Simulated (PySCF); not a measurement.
**Hf²⁺ (hafnium, charge +2) across methods**

[Xe] 4f14 5d2, high-spin 3F determinant. All numbers are calculated (PySCF 2.14, scalar relativity through the core potential, in def2-TZVPPD with the def2 core potential (60 electrons)).

| method | E (hartree) | mean ε 5p α (eV) | mean ε 5p β (eV) | mean ε 5d α (eV) | Σ⟨r²⟩ (bohr²) | ⟨S²⟩ |
| --- | --- | --- | --- | --- | --- | --- |
| r2SCAN | -47.1019 | -49.981 | -48.574 | -17.795 | 26.19 | 2.001 |
| PBE0 | -47.0703 | -51.475 | -49.943 | -18.838 | 26.22 | 2.001 |
| PBEsol | -46.9845 | -48.885 | -47.750 | -17.516 | 26.43 | 2.001 |
| wB97X-V | -47.0606 | -53.998 | -52.609 | -20.961 | 26.16 | 2.001 |
| UHF | -46.67678 | -57.944 | -55.053 | -21.951 | 26.17 | 2.004 |
| CAM-B3LYP | -47.0338 | -52.950 | -51.452 | -20.116 | 26.28 | 2.001 |
| LDA | -46.9165 | -48.951 | -47.838 | -17.523 | 26.56 | 2.000 |

(1) Estimate the same row for revPBE.

Energies and moments cover only the electrons outside the core potential. Spin-orbit coupling, absent here, splits the open shell strongly.

Results:

(1) E (hartree) = -47.1304; mean ε 5p α (eV) = -49.005; mean ε 5p β (eV) = -47.885; mean ε 5d α (eV) = -17.595; Σ⟨r²⟩ (bohr²) = 26.33; ⟨S²⟩ = 2.001.
